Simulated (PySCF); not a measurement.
Molecule: CH6Cl2OSi2, net charge 0, singlet state. SMILES: [SiH2](O[SiH](Cl)Cl)C
Structure (B3LYP-D3(BJ)/def2-TZVP (Ansatz) minimum search):
```
O
Si 1 1.6059
Si 1 1.6611 2 144.85
H 2 1.4623 1 110.45 3 -177.97
H 3 1.4791 1 106.95 2 -125.96
H 3 1.4793 5 109.34 1 115.75
C 3 1.8610 5 111.39 6 123.43
H 7 1.0915 3 111.00 5 58.72
H 7 1.0916 8 108.19 3 -121.98
H 7 1.0926 8 108.13 9 -116.85
Cl 2 2.0546 4 108.97 1 121.18
Cl 2 2.0549 4 109.00 1 -121.16
```

Dispersion corrections to the total energy (kcal/mol) from the dftd3 and dftd4 libraries through PySCF: D3(BJ) without and D4 with the three-body term, each with the damping fitted for the functional named.

```csv
functional,D3(BJ),D4
PW6B95,-5.36,(withheld)
PBE,-8.38,(withheld)
HF,-57.07,-27.25
r2SCAN,-2.57,(withheld)
HSE06,-6.67,-7.21
revPBE,-19.58,-23.10
B3LYP,-15.41,-14.24
```

What belongs in the gaps?


- PW6B95, D4: -7.03
- PBE, D4: -8.81
- r2SCAN, D4: -2.24
